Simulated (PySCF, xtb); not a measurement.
chloro(chlorosilyloxy)silane (Cl2H4OSi2), SMILES Cl[SiH2]O[SiH2]Cl. The values are those of a single conformer.

Harmonic wavenumbers (cm⁻¹) from GFN2-xTB in xtb 6.7.1 at its own minimum, in rising order: 15, 39, 62, 163, 238, 489, 501, 511, 523, 586, 612, 614, 717, 740, 770, 789, 1098, 2310, 2312, 2336, 2339.

What does B3LYP-D3(BJ)/def2-SVP run with PySCF give at its own minimum? (The exact figures need the calculation; the answer reports its results.)

29, 50, 62, 246, 297, 528, 542, 624, 640, 654, 735, 739, 890, 942, 969, 983, 1094, 2272, 2274, 2284, 2286. Paired by order, the mean absolute difference is 83 cm⁻¹ and the zero-point energies are 25.4 and 27.4 kcal/mol.
